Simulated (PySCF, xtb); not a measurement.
(1Z)-1-chloro-2-fluorobuta-1,3-diene (C4H4ClF), SMILES C(=C)/C(F)=C/Cl. One conformer was computed; it need not be the lowest.

Harmonic wavenumbers (cm⁻¹) from xtb 6.7.1 with GFN2-xTB at its own minimum, in rising order: 96, 149, 222, 253, 391, 450, 593, 683, 751, 796, 878, 892, 1002, 1011, 1144, 1259, 1280, 1398, 1628, 1654, 3087, 3102, 3114, 3148.

What does B3LYP-D3(BJ)/def2-SVP in PySCF 2.14.0 give at its own minimum? (An estimate is asked for; the answer gives what the named calculation found.)

112, 168, 249, 277, 411, 517, 635, 727, 799, 845, 910, 944, 1014, 1041, 1192, 1308, 1361, 1436, 1669, 1723, 3157, 3178, 3233, 3259. Paired by order, the mean absolute difference is 49 cm⁻¹ and the zero-point energies are 41.4 and 43.1 kcal/mol.
